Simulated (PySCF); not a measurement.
# Electron correlation in S⁺ (sulfur, charge +1)

[Ne] 3s2 3p3, high-spin 4S determinant. Calculation: PySCF 2.14, in def2-TZVP (5s5p2d1f, 37 functions); the non-relativistic Hamiltonian (point nucleus). Frozen: [Ne]; 5 electrons correlated.

MP2 pair energies summed by pair of shells (mhartree):

| pair | energy | share (%) |
| --- | --- | --- |
| 3s-3p | -57.78 | 65.9 |
| 3p-3p | -20.28 | 23.1 |
| 3s-3s | -9.58 | 10.9 |

Total MP2 correlation energy: -87.64 mhartree.

Same-spin part -23.70 and opposite-spin part -63.94 mhartree; SCS-MP2 scales them by 1/3 and 6/5 to -84.63 mhartree.

```tsv
level	correlation energy (mhartree)
CCSD	-107.75
(T)	-3.49
CCSD(T)	-111.24
```

Diagnostics: T1 = 0.0028, D1 = 0.0067, largest double amplitude 0.064.

Cost of the coupled-cluster step: 0.32 s of wall time on 1 thread of Neoverse-V2 (shared host), for 5 correlated electrons.

Iterations:

```
CC2 = 0
CCSD nocc = (np.int64(4), np.int64(1)), nmo = (32, 32)
frozen orbitals [[0, 1, 2, 3, 4], [0, 1, 2, 3, 4]]
max_cycle = 100
direct = 0
conv_tol = 1e-08
conv_tol_normt = 1e-06
diis_space = 8
diis_start_cycle = 0
Init t2, MP2 energy = -0.0876362977153274
Init E_corr(UCCSD) = -0.087636297729719
cycle = 1  E_corr(UCCSD) = -0.103265721828166  dE = -0.0156294241  norm(t1,t2) = 0.0413694
cycle = 2  E_corr(UCCSD) = -0.106490553765894  dE = -0.00322483194  norm(t1,t2) = 0.0117955
cycle = 3  E_corr(UCCSD) = -0.10777410455786  dE = -0.00128355079  norm(t1,t2) = 0.00424576
cycle = 4  E_corr(UCCSD) = -0.107754254425308  dE = 1.98501326e-05  norm(t1,t2) = 0.000574282
cycle = 5  E_corr(UCCSD) = -0.107753356352249  dE = 8.9807306e-07  norm(t1,t2) = 4.97127e-05
cycle = 6  E_corr(UCCSD) = -0.107752938166753  dE = 4.18185496e-07  norm(t1,t2) = 6.92976e-06
cycle = 7  E_corr(UCCSD) = -0.107753138954296  dE = -2.00787543e-07  norm(t1,t2) = 1.65817e-06
cycle = 8  E_corr(UCCSD) = -0.107753065881192  dE = 7.30731035e-08  norm(t1,t2) = 2.30648e-07
cycle = 9  E_corr(UCCSD) = -0.107753073573666  dE = -7.69247396e-09  norm(t1,t2) = 4.26578e-08
UCCSD converged
E(UCCSD) = -397.2704367661331  E_corr = -0.1077530735736661
UCCSD(T) correction = -0.00349161378967623
```
